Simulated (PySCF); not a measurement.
H3O3Si, SMILES O[Si](O)O (connectivity only; charge and spin as stated), charge +1, multiplicity 1. Atoms are numbered in the order given.

```xyz
7

O     -1.4729    -0.5323     0.0000
Si     0.0101     0.0073     0.0000
O      1.1985    -1.0380     0.0000
O      0.0981     1.5827     0.0000
H     -1.7500    -1.4622     0.0000
H      2.1612    -0.9227     0.0000
H      0.8577     2.1833     0.0000
```
Charge +1, spin multiplicity 1.

Geometry optimised at r2SCAN-D4/def2-SVP. The multiplicity is an assumed one; other spin states were not compared. The isomer is the one that the SMILES or the coordinates give; other isomers of the formula were not compared. The values are those of a single conformer.

The numbers are results of PySCF with PBE/pcSseg-1, not measurements.

GIAO shieldings, no solvent; atoms listed in one row are averaged. δ = σ(ref) − σ: ¹⁷O against H2O (σ = 334.3 ppm); ²⁹Si against TMS (σ = 335.4 ppm); ¹H against TMS (σ = 31.49 ppm), references at their B3LYP-D3(BJ)/def2-TZVP geometries, non-relativistic.

Question: Estimate the chemical shifts. (Estimate from the structure and the level; the computed values follow.)

Answer: 
| nucleus | atoms | count | δ (ppm) |
|---|---|---|---|
| ¹⁷O | O3 | 1 | 79.3 |
| ¹⁷O | O4 | 1 | 67.1 |
| ¹⁷O | O1 | 1 | 54.4 |
| ²⁹Si | Si2 | 1 | -53.1 |
| ¹H | H6 | 1 | 5.84 |
| ¹H | H7 | 1 | 5.69 |
| ¹H | H5 | 1 | 5.51 |
